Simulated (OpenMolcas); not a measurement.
**N⁺: effect of the active space**

```yaml
Program: OpenMolcas
Method: SS-CASPT2 or its RAS form, IPEA 0.25 Eh, imaginary shift 0.1 Eh
Basis: ANO-RCC-VQZP
Scalar_Hamiltonian: DKH2, point nucleus
Spin-orbit_coupling: state interaction with AMFI integrals over the reference wave functions, term energies averaged over their components
```

A. 2 electrons in 3 orbitals (2p); 2S+1 = 3 even, 3 roots; 2S+1 = 1 even, 6 roots; closed shells correlated: 1s 2s; CASPT2 step roughly 0.8 core-seconds
B. 4 electrons in 4 orbitals (2s 2p); 2S+1 = 3 even, 6 roots; 2S+1 = 1 even, 6 roots; 2S+1 = 5 odd, 1 root; 2S+1 = 3 odd, 9 roots; 2S+1 = 1 odd, 8 roots; closed shells correlated: 1s; CASPT2 step about 2.8 core-seconds
C. 4 electrons in 8 orbitals (2s 2p 3s 3p); 2S+1 = 3 even, 3 roots; 2S+1 = 1 even, 6 roots; 2S+1 = 5 odd, 1 root; 2S+1 = 3 odd, 9 roots; 2S+1 = 1 odd, 8 roots; closed shells correlated: 1s; CASPT2 step of the order of 8 core-seconds
D. 4 electrons in 9 orbitals (RAS2 2s 2p; RAS3 3d, at most 2 electrons); 2S+1 = 3 even, 6 roots; 2S+1 = 1 even, 11 roots; 2S+1 = 5 odd, 1 root; 2S+1 = 3 odd, 9 roots; 2S+1 = 1 odd, 8 roots; closed shells correlated: 1s; CASPT2 step of the order of 21 core-seconds

Energies in cm-1 above 2s2 2p2 3P0, the measured ground level; measured values from NIST Handbook of Basic Atomic Spectroscopic Data.

| Level | A | B | C | D | Measured |
| --- | --- | --- | --- | --- | --- |
| 2s2 2p2 3P0 | 0.0 | 0.0 | 0.0 | 0.0 | 0.0 |
| 2s2 2p2 3P1 | 47.8 | 44.7 | 45.7 | 44.2 | 48.7 |
| 2s2 2p2 3P2 | 142 | 133 | 136 | 131 | 131 |
| 2s2 2p2 1D2 | 15240 | 14980 | 15410 | 15580 | 15316 |
| 2s2 2p2 1S0 | 34740 | 31430 | 32030 | 32910 | 32689 |

Deviations, from unrounded energies. A percentage is the sum of absolute deviations over the sum of measured energies, with the sign that they share, or ± where signs differ.

```tsv
Against measurement	Levels	A	B	C	D
mean absolute deviation (cm-1)	4	530	400	190	120
fine structure of the ground term (%)	2	±6.8	±3.3	±4.5	±2.8
other terms of the ground configuration (%)	2	±4.4	-3.3	±1.6	+1.0
```

D lies closest to measurement on these levels and A furthest from it. The largest miss of D in the table is 2s2 2p2 1D2, by +260 cm-1. The ranking rests on the paired levels alone, and a cruder setting can come out closer through cancelling errors.

Among A to D the level of the table that moves most is 2s2 2p2 1S0, by 3300 cm-1 (lowest in B, highest in A). Moves below CASPT2's spread within the term are not significant.

Term energies are means over components that CASPT2 splits; among the terms shown or strongly mixed into the levels shown the widest spread is 83 cm-1 (2s2 2p2 1D, A). With the s shell closed, the reference lacks s² → p² mixing (holds for A). The run also gave levels led by 2s2 2p 3s, which use shells meant for correlation; these and all levels above them are left out (holds for C). Active for correlation alone: 3d; no level in the range computed is led by a configuration that fills it, so any true level of that kind is missing (holds for D). Measured partners are found by configuration, term and J. A level has none where our copy of the source lacks it or the pairing is in doubt (some pairs that miss far off the trend of their configuration count as doubtful), and it then counts in no deviation. Levels of configurations outside the active space are missing. The table leaves out levels that lie high or whose names do not pair safely across all columns.
